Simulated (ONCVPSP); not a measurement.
Plane-wave convergence, ONCV potential for Tm

| Property | Result |
| --- | --- |
| Element | thulium (Tm) |
| Generator | ONCVPSP 4.0.1 |
| Type | optimised norm-conserving Vanderbilt (ONCV) |
| Functional | LDA (Perdew-Wang 92) |
| Relativity | fully relativistic |
| Frozen core | [Kr] 4d10 |
| Valence charge | 23 |
| Reference configuration | 4f13 5s2 5p6 6s1 6p1 |
| Partial waves | 5s+6s: rc 2.05 bohr, ncon 4, nbas 9, qcut 7.4 1/bohr, 2 projectors; 5p+6p: rc 2.20 bohr, ncon 4, nbas 7, qcut 6 1/bohr, 2 projectors; d scattering state at 0.13 Ha: rc 2.05 bohr, ncon 3, nbas 7, qcut 4.8 1/bohr, 1 projector; 4f: rc 1.10 bohr, ncon 4, nbas 8, qcut 15.9 1/bohr, 2 projectors, debl 2.7 Ha |
| Local potential | polynomial inside 0.70 bohr (lpopt 5, dvloc0 -1 Ha) |
| Core correction | none |

Open shells are filled in proportion to 2j + 1.

In the d channel the program set the typed energies aside and used 0.050 Ha (j = l + 1/2; the other j can differ).

Problem. For each optimised wave give the share of its norm inside rc, the residual kinetic energy above qcut (Ha) and the cutoffs (Ha) for errors of 10, 1, 0.1 and 0.01 mHa per electron.

Solution.

```tsv
wave	norm inside rc	residual KE	10 mHa	1 mHa	0.1 mHa	0.01 mHa
5s	0.959	1.3e-08	11.6	15.7	18.9	21.7
6s	0.063	1.6e-08	8.1	13.7	17.9	21.2
5p j=3/2	0.893	3.6e-07	6.2	8.0	9.4	13.4
6p j=3/2	0.026	3.6e-07	3.7	5.9	7.7	12.9
5p j=1/2	0.932	3.9e-08	7.6	10.0	12.1	13.7
6p j=1/2	0.030	3.4e-07	4.7	7.2	9.2	11.1
d projector 1 j=5/2	0.065	1.6e-05	4.6	7.4	9.8	12.3
d projector 1 j=3/2	0.299	8.7e-05	6.5	9.1	11.7	37.2
4f j=7/2	0.799	6.3e-05	95.4	108.0	120.3	not reached
f projector 2 j=7/2	0.046	1.1e-05	87.7	104.1	116.4	127.4
4f j=5/2	0.812	3.8e-05	95.3	107.6	118.2	not reached
f projector 2 j=5/2	0.046	1.1e-05	87.8	104.2	116.4	127.5
```

The occupied waves need 108 Ha and 120 Ha for 1 and 0.1 mHa. Note: ghosts flagged at negative energy: s at -596.3 eV, p3/2 at -188.7 eV, p1/2 at -144.7 eV (a further GHOST(-) flag falls on a real empty level of the atom); GHOST(+) flagged for d5/2 at 2.18 eV, d3/2 at 7.8 eV. A true bound ghost makes a file unfit for plane-wave use. Tests left out (the all-electron energies of this program are off by 10 to 40 meV for near-neutral 4f atoms).
